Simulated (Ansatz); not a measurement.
CH$_{5}$GaO$_{2}$, SMILES `O[CH](O)[GaH2]`. Charge 0, multiplicity 1.

```json
{"atom": "O1", "x (Å)": "1.338", "y (Å)": "0.682", "z (Å)": "0.622"}
{"atom": "C2", "x (Å)": "0.044", "y (Å)": "0.595", "z (Å)": "0.078"}
{"atom": "O3", "x (Å)": "-0.943", "y (Å)": "0.471", "z (Å)": "1.079"}
{"atom": "Ga4", "x (Å)": "-0.268", "y (Å)": "-1.030", "z (Å)": "-1.062"}
{"atom": "H5", "x (Å)": "1.543", "y (Å)": "-0.156", "z (Å)": "1.051"}
{"atom": "H6", "x (Å)": "-0.078", "y (Å)": "1.535", "z (Å)": "-0.469"}
{"atom": "H7", "x (Å)": "-0.925", "y (Å)": "1.261", "z (Å)": "1.633"}
{"atom": "H8", "x (Å)": "-1.128", "y (Å)": "-1.002", "z (Å)": "-2.373"}
{"atom": "H9", "x (Å)": "0.418", "y (Å)": "-2.356", "z (Å)": "-0.559"}
```

Task: List the harmonic frequencies (cm⁻¹, unscaled) at PBE0-D4/def2-TZVP in Ansatz. (Best estimate.)

Result: Ansatz gave: 111, 151, 207, 331, 418, 430, 578, 592, 632, 743, 1031, 1055, 1158, 1251, 1382, 1421, 1946, 1972, 3044, 3784, 3829.

Task: Is this a minimum?

Result: Yes, all 21 modes are real.

Task: Give the ideal-gas thermochemistry at 298.15 K and 1 bar (rigid rotor, harmonic oscillator; point group C1, symmetry number 1).

Result: Zero-point energy 155.9 kJ/mol; H(298) − E = 175.1 kJ/mol; entropy 331.6 J/(mol·K), of which translation 168.4, rotation 109.3, vibration 53.9; G(298) − E = 76.3 kJ/mol.

Task: And at 400, 500, 600, 800 and 1000 K?

Result: 
| T (K) | H − E (kJ/mol) | S (J/mol/K) | G − E (kJ/mol) |
| --- | --- | --- | --- |
| 400 | 185.9 | 362.6 | 40.9 |
| 500 | 198.0 | 389.5 | 3.3 |
| 600 | 211.3 | 413.7 | -36.9 |
| 800 | 240.6 | 455.8 | -124.0 |
| 1000 | 272.6 | 491.4 | -218.8 |
